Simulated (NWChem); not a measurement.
System: CH₃BrMgO; SMILES C[O][Mg][Br]

Input file for NWChem:

```
start job
memory heap 200 mb stack 900 mb global 1100 mb
geometry units angstroms noautosym nocenter noautoz
  Mg     0.290155    -0.228263    -0.364179
  Br    -0.889139     0.736063     1.419935
  O      1.175340    -0.952027    -1.703317
  C      1.866346    -1.516370    -2.747700
  H      2.265561    -0.752307    -3.443926
  H      2.731701    -2.114477    -2.399427
  H      1.230019    -2.195416    -3.349259
end
basis spherical
  Mg library pcsseg-1
  Br library pcsseg-1
  O library pcsseg-1
  C library pcsseg-1
  H library pcsseg-1
end
dft
  xc xpbe96 cpbe96
  iterations 150
end
property
  shielding 5 1 2 3 4 5
end
task dft property
```

All runs use the structure optimised with PBE0/def2-SVP.

GIAO values for the isolated, static molecule; σ is the absolute isotropic shielding, δ = σ(reference) − σ with the isolated reference molecule computed at the same levels (13C: tetramethylsilane, 1H: tetramethylsilane, 17O: water). Spin-orbit effects, on the heavy nuclei and on their neighbours, are missing.

Atoms are numbered as in the input.

Problem. What results follow from this input? (PBE/pcSseg-1, GIAO.) Quantities: σ Mg1 (ppm); σ Br2 (ppm); δ O3 (ppm); δ C4 (ppm); δ H5 (ppm).

Solution. 
- σ Mg1 (ppm) = 514.4
- σ Br2 (ppm) = 3075.5
- δ O3 (ppm) = -27.3
- δ C4 (ppm) = 58.6
- δ H5 (ppm) = 4.26
